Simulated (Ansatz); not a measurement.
Start from `OC([SiH3])N[SiH3]` and change one atom or group to get `OC([SiH3])BF`.

Ansatz, PBE0-D4/def2-TZVP geometries, multiplicity 1. Each molecule was computed in one conformer, which needn't be the lowest.

```
                                        property  `OC([SiH3])N[SiH3]`
              LUMO energy (PBE0/def2-TZVPP) / eV                 0.10
           LUMO energy (ωB97M-V/def2-TZVPP) / eV                 1.69
              HOMO energy (PBE0/def2-TZVPP) / eV                -7.06
           HOMO energy (ωB97M-V/def2-TZVPP) / eV                -9.34
             HOMO energy (B3LYP/def2-TZVPP) / eV                -6.86
size of the dipole moment (B3LYP/def2-TZVPP) / D                 1.08
```

(1) What does the change do to each property? (Best estimate.)

Results:

(1) Computed: 
| property | `OC([SiH3])BF` | shift |
| --- | --- | --- |
| LUMO energy (PBE0/def2-TZVPP) / eV | -0.75 | -0.85 |
| LUMO energy (ωB97M-V/def2-TZVPP) / eV | 1.16 | -0.53 |
| HOMO energy (PBE0/def2-TZVPP) / eV | -7.86 | -0.80 |
| HOMO energy (ωB97M-V/def2-TZVPP) / eV | -10.15 | -0.81 |
| HOMO energy (B3LYP/def2-TZVPP) / eV | -7.63 | -0.77 |
| size of the dipole moment (B3LYP/def2-TZVPP) / D | 2.54 | 1.46 |

With PBE0 the HOMO falls by 0.80 eV and the LUMO falls by 0.85 eV, so the gap narrows by about 0.05 eV. PBE moves the HOMO by -0.65 eV and ωB97M-V by -0.81 eV. Dipoles are sizes alone; their direction can turn.

B3LYP here is the variant with VWN-RPA as its local correlation; programs differ in this.
